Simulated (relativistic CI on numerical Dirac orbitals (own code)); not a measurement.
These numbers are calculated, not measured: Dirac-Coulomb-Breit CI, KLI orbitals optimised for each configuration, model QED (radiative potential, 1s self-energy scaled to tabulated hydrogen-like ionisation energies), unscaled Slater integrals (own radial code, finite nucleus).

The strongest absorption lines from the ground level of an ion, among the configurations computed and to levels below about 47300 eV (vacuum wavelength in nm, gf): 0.02622 (0.0098), 0.02654 (0.017), 0.02715 (0.036), 0.02719 (0.015), 0.02856 (0.098), 0.02868 (0.043), 0.03351 (0.48), 0.03407 (0.24).

**Question.** Which ion is it?
A. Pr57+
B. Xe52+
C. Gd62+
D. Tm67+

**Answer.** A. Pr57+ has 2 electrons and the ground level 1s2 1S_0; the strongest line goes to 1s 2p 1P°_1. The pattern of lines fixes the number of electrons, and along that sequence the line energies rise steadily with the charge (about as its square where n changes within one kind of shell, about linearly where n is kept but much faster in heavy ions where fine structure, which grows about as Z⁴, sets the gap, and irregularly where shells cross), which fixes Z. Configurations outside the model, such as inner-shell arrays, can give stronger lines. At this charge energies of transitions that change n are usually good to better than 1 %, and those within a shell (Δn = 0) to a few per cent.

LS names give the leading component of a level, which can be under half, so a name can repeat, a term be missing and a line seem to break the LS rules.
